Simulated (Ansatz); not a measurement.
`O[SiH2][Ga]1[CH2][S]1` + H₂Te → `O[SiH2][TeH]` + `[CH2]1[S][GaH]1` at 400 K and 1 bar (cleavage of the Si–Ga bond).

Isolated molecules relaxed with PBE0-D4/def2-TZVP in Ansatz; ΔE leaves out vibrations. CCSD(T)/CBS adds triple-zeta CCSD(T) − MP2 to the extrapolated MP2 energy (def2 sets, frozen cores). def2 core potentials past Kr. For Ga, Te outer-core shells are correlated without core-valence functions, which leaves a few kJ/mol of doubt a bond. Scalar relativity is left out up to krypton. One conformer a species, not always the lowest.

| species | CCSD(T)/CBS energy (Eh) | H − E (kJ/mol) | S (J/(mol·K)) |
| --- | --- | --- | --- |
| `O[SiH2][Ga]1[CH2][S]1` | -2727.07093 | 192.9 | 427.3 |
| H₂Te | -268.91024 | 45.0 | 239.1 |
| `O[SiH2][TeH]` | -634.44375 | 127.3 | 355.3 |
| `[CH2]1[S][GaH]1` | -2361.55142 | 110.8 | 309.7 |

H − E and S are ideal-gas, rigid-rotor, harmonic terms from PBE0-D4/def2-TZVP, for one conformer and one mirror image of each species. 1 Eh = 2625.50 kJ/mol, R = 8.31446 J/(mol·K).

Q: By hand: ΔE, ΔH, ΔS and ΔG.

A: ΔE = (-634.44375) + (-2361.55142) − (-2727.07093) − (-268.91024) = -0.01400 Eh = -36.8 kJ/mol. Δ(H − E) = 127.3 + 110.8 − 192.9 − 45.0 = 0.2, so ΔH = -36.6 kJ/mol. ΔS = 355.3 + 309.7 − 427.3 − 239.1 = -1.4 J/(mol·K). ΔG = -36.6 − 400 × (-1.4)/1000 = -36.0 kJ/mol.

Q: By hand: the equilibrium constant, and the temperature at which ΔG would vanish if ΔH and ΔS stayed fixed.

A: log₁₀ K = −ΔG/(RT ln 10) = 4.7. ΔG = 0 at ΔH/ΔS = 26143 K, far beyond where these terms or the molecules hold.

The number of gas molecules stays the same, so ΔS is small and ΔH decides. A doubt of 5 kJ/mol in ΔE shifts log₁₀ K by 0.7 here. Other conformers and mirror images would add mixing entropy, several J/(mol·K) or more a flexible species. Modes under 60 cm⁻¹, often nearly free rotors, make the harmonic entropy too high. These are equilibria of isolated gas molecules and say nothing of rates. Largest T1 diagnostic: 0.015 (customary marks: 0.02 for closed shells, 0.045 for open ones).
